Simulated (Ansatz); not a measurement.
The cluster Ge4H6, relaxed as a singlet with RKS PBE-D4/def2-SVP in Ansatz, starting from the GFN2-xTB geometry. Force threshold 0.02 eV/Å.

Another isomer (singlet) lies 2.12 eV lower at PBE0-D4/def2-TZVP; other spin states weren't run for this one.

Start:

```xyz
10

Ge    1.415   -1.051   -1.997
Ge   -1.940   -0.264    1.513
Ge    0.243    1.508    2.006
Ge    0.178   -0.157   -0.002
H    -0.105   -1.182   -2.515
H     1.502    0.398    1.826
H    -2.226   -0.154   -0.113
H     0.754    2.058    0.519
H     1.295    0.529   -2.340
H    -1.116   -1.685    1.104
```

```json
{"step": "1", "energy (eV)": "-226106.3896", "largest force component (eV/Å)": "0.604", "SCF passes": "19"}
{"step": "2", "energy (eV)": "-226106.6574", "largest force component (eV/Å)": "0.297", "SCF passes": "19"}
{"step": "3", "energy (eV)": "-226106.6915", "largest force component (eV/Å)": "0.195", "SCF passes": "20"}
{"step": "4", "energy (eV)": "-226106.6977", "largest force component (eV/Å)": "0.256", "SCF passes": "20"}
{"step": "5", "energy (eV)": "-226106.7106", "largest force component (eV/Å)": "0.057", "SCF passes": "19"}
{"step": "6", "energy (eV)": "-226106.7146", "largest force component (eV/Å)": "0.055", "SCF passes": "18"}
{"step": "7", "energy (eV)": "-226106.7165", "largest force component (eV/Å)": "0.069", "SCF passes": "19"}
{"step": "8", "energy (eV)": "-226106.7183", "largest force component (eV/Å)": "0.055", "SCF passes": "20"}
{"step": "9", "energy (eV)": "-226106.7232", "largest force component (eV/Å)": "0.087", "SCF passes": "19"}
{"step": "10", "energy (eV)": "-226106.7264", "largest force component (eV/Å)": "0.038", "SCF passes": "21"}
{"step": "11", "energy (eV)": "-226106.7268", "largest force component (eV/Å)": "0.138", "SCF passes": "19"}
{"step": "12", "energy (eV)": "-226106.7284", "largest force component (eV/Å)": "0.050", "SCF passes": "21"}
{"step": "13 (rejected)", "energy (eV)": "-226106.7282", "largest force component (eV/Å)": "0.052", "SCF passes": "21"}
{"step": "14", "energy (eV)": "-226106.7287", "largest force component (eV/Å)": "0.018", "SCF passes": "22"}
{"step": "15", "energy (eV)": "-226106.7290", "largest force component (eV/Å)": "0.020", "SCF passes": "21"}
```

Force components are those of the run's own axes.

End:

```xyz
10

Ge    1.286   -1.121   -1.849
Ge   -1.857   -0.322    1.665
Ge    0.230    1.403    2.070
Ge    0.051   -0.061   -0.036
H    -0.088   -1.148   -2.669
H     1.374    0.332    1.469
H    -2.132    0.053    0.080
H     0.278    2.044    0.550
H     1.730    0.347   -2.307
H    -0.873   -1.527    1.027
```

By distances, no bond broke or formed. The bond that changes most is Ge2–Ge3, from 2.85 to 2.74 Å (atoms count from 1).

The force fell under the threshold at step 14, but the optimiser went on. No frequencies were taken in this run, so the end may be a saddle point.

Hardware: 4 threads of Intel Xeon Platinum 8223CL on a shared host. Wall time 19 s.
